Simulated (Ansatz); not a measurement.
Molecular dynamics of Cl$_{2}$FHOZr

Input file:

```yaml
crystal:
  periodic: [false, false, false]
  atoms:
    - { symbol: Zr, position_ang: [0.007455, 0.011262, 0.128513] }
    - { symbol: Cl, position_ang: [0.134073, 0.274022, 2.489489] }
    - { symbol: Cl, position_ang: [2.186006, -0.109135, -0.819559] }
    - { symbol: F, position_ang: [-0.90547, 1.502259, -0.610225] }
    - { symbol: O, position_ang: [-0.955403, -1.558068, -0.286345] }
    - { symbol: H, position_ang: [-1.42746, -2.348541, -0.486572] }
basis:
  gaussian: { orbitals: def2-SVP }
hamiltonian:
  xc: hf
md:
  timestep: 0.25
  n_steps: 150
  ensemble: nve
  temperature: 1500.0
  initial_velocities: maxwell_boltzmann
  seed: 975854
```

Command:

```bash
$ ansatz run input.yaml --threads 1 --pin off --max-ram 2048MiB --backend cpu --events-out ev --progress --plain --runs-dir out
```

It starts from a relaxed structure.

Output, in part (one step line in 6, the closing report, with atoms numbered from 0):

```
md step     0: t =     0.00 fs  T =  1500.0 K  F+E_penalty+E_count = -31029.42789169 eV  E_kin = 0.775560 eV  conserved = -31028.65233170 eV  (37 SCF iters)
md step     6: t =     1.50 fs  T =  1372.8 K  F+E_penalty+E_count = -31029.36166590 eV  E_kin = 0.709787 eV  conserved = -31028.65187852 eV  (40 SCF iters)
md step    12: t =     3.00 fs  T =  1317.2 K  F+E_penalty+E_count = -31029.33292710 eV  E_kin = 0.681028 eV  conserved = -31028.65189938 eV  (39 SCF iters)
md step    18: t =     4.50 fs  T =  1317.2 K  F+E_penalty+E_count = -31029.33336119 eV  E_kin = 0.681039 eV  conserved = -31028.65232258 eV  (61 SCF iters)
md step    24: t =     6.00 fs  T =  1100.9 K  F+E_penalty+E_count = -31029.22088374 eV  E_kin = 0.569209 eV  conserved = -31028.65167506 eV  (39 SCF iters)
md step    30: t =     7.50 fs  T =  1060.5 K  F+E_penalty+E_count = -31029.20055030 eV  E_kin = 0.548332 eV  conserved = -31028.65221847 eV  (39 SCF iters)
md step    36: t =     9.00 fs  T =   899.2 K  F+E_penalty+E_count = -31029.11684478 eV  E_kin = 0.464899 eV  conserved = -31028.65194591 eV  (40 SCF iters)
md step    42: t =    10.50 fs  T =   767.7 K  F+E_penalty+E_count = -31029.04867535 eV  E_kin = 0.396928 eV  conserved = -31028.65174704 eV  (40 SCF iters)
md step    48: t =    12.00 fs  T =   827.3 K  F+E_penalty+E_count = -31029.08000301 eV  E_kin = 0.427755 eV  conserved = -31028.65224850 eV  (40 SCF iters)
md step    54: t =    13.50 fs  T =   718.7 K  F+E_penalty+E_count = -31029.02338707 eV  E_kin = 0.371586 eV  conserved = -31028.65180093 eV  (39 SCF iters)
md step    60: t =    15.00 fs  T =   747.7 K  F+E_penalty+E_count = -31029.03862883 eV  E_kin = 0.386582 eV  conserved = -31028.65204706 eV  (39 SCF iters)
md step    66: t =    16.50 fs  T =   773.3 K  F+E_penalty+E_count = -31029.05193789 eV  E_kin = 0.399813 eV  conserved = -31028.65212479 eV  (39 SCF iters)
md step    72: t =    18.00 fs  T =   685.5 K  F+E_penalty+E_count = -31029.00619353 eV  E_kin = 0.354451 eV  conserved = -31028.65174276 eV  (40 SCF iters)
md step    78: t =    19.50 fs  T =   774.8 K  F+E_penalty+E_count = -31029.05272996 eV  E_kin = 0.400589 eV  conserved = -31028.65214070 eV  (40 SCF iters)
md step    84: t =    21.00 fs  T =   735.1 K  F+E_penalty+E_count = -31029.03212992 eV  E_kin = 0.380069 eV  conserved = -31028.65206074 eV  (40 SCF iters)
md step    90: t =    22.50 fs  T =   677.2 K  F+E_penalty+E_count = -31029.00196197 eV  E_kin = 0.350146 eV  conserved = -31028.65181640 eV  (39 SCF iters)
md step    96: t =    24.00 fs  T =   743.0 K  F+E_penalty+E_count = -31029.03643730 eV  E_kin = 0.384178 eV  conserved = -31028.65225975 eV  (40 SCF iters)
md step   102: t =    25.50 fs  T =   617.5 K  F+E_penalty+E_count = -31028.97105367 eV  E_kin = 0.319279 eV  conserved = -31028.65177448 eV  (40 SCF iters)
md step   108: t =    27.00 fs  T =   641.5 K  F+E_penalty+E_count = -31028.98362960 eV  E_kin = 0.331680 eV  conserved = -31028.65194983 eV  (40 SCF iters)
md step   114: t =    28.50 fs  T =   675.2 K  F+E_penalty+E_count = -31029.00131205 eV  E_kin = 0.349080 eV  conserved = -31028.65223186 eV  (67 SCF iters)
md step   120: t =    30.00 fs  T =   577.9 K  F+E_penalty+E_count = -31028.95044260 eV  E_kin = 0.298793 eV  conserved = -31028.65164983 eV  (39 SCF iters)
md step   126: t =    31.50 fs  T =   696.3 K  F+E_penalty+E_count = -31029.01230494 eV  E_kin = 0.360035 eV  conserved = -31028.65227039 eV  (40 SCF iters)
md step   132: t =    33.00 fs  T =   649.8 K  F+E_penalty+E_count = -31028.98786640 eV  E_kin = 0.335985 eV  conserved = -31028.65188101 eV  (40 SCF iters)
md step   138: t =    34.50 fs  T =   671.6 K  F+E_penalty+E_count = -31028.99904842 eV  E_kin = 0.347248 eV  conserved = -31028.65180088 eV  (40 SCF iters)
md step   144: t =    36.00 fs  T =   826.8 K  F+E_penalty+E_count = -31029.07975271 eV  E_kin = 0.427481 eV  conserved = -31028.65227133 eV  (39 SCF iters)
md step   150: t =    37.50 fs  T =   798.0 K  F+E_penalty+E_count = -31029.06429378 eV  E_kin = 0.412575 eV  conserved = -31028.65171910 eV  (65 SCF iters)
Total energy: -31029.06429378 eV, -1140.2970805412 hartree
Atom 0 at     0.082395     0.091147     0.152502 Å, force    -0.917799    -3.320758     0.370271 eV/Å
Atom 1 at    -0.058424     0.144555     2.524417 Å, force     0.294713     0.450286     0.131201 eV/Å
Atom 2 at     2.144358    -0.140357    -0.986816 Å, force     0.276087     0.088326     0.079941 eV/Å
Atom 3 at    -0.864297     1.441838    -0.697781 Å, force    -0.609028     1.005444    -0.402586 eV/Å
Atom 4 at    -0.899264    -1.600260    -0.052588 Å, force     3.058704     3.363779    -0.143000 eV/Å
Atom 5 at    -1.641897    -2.118258    -0.063708 Å, force    -2.102676    -1.587076    -0.035827 eV/Å
Dipole moment:    -0.259528    -0.076848    -0.051205 e Å
```

All steps were run. The conserved energy stayed within 0.12 meV per atom of its start (net change 0.1 meV per atom), so the integration is sound. A run of 0.037 ps of so small a system gives no equilibrium averages.

The same pairs are bonded in the first frame and the last. Pairs count as bonded within 1.25 times the sum of covalent radii (0.12 Å more for H–H).

Last frame:

```xyz
6
Properties=species:S:1:pos:R:3
Zr 0.082 0.091 0.152
Cl -0.058 0.145 2.524
Cl 2.144 -0.140 -0.987
F -0.864 1.442 -0.698
O -0.899 -1.600 -0.053
H -1.642 -2.118 -0.064
```

Run time: 4.7 min on 1 thread of Arm Neoverse V2, with other jobs on the host, peak memory 0.2 GiB.
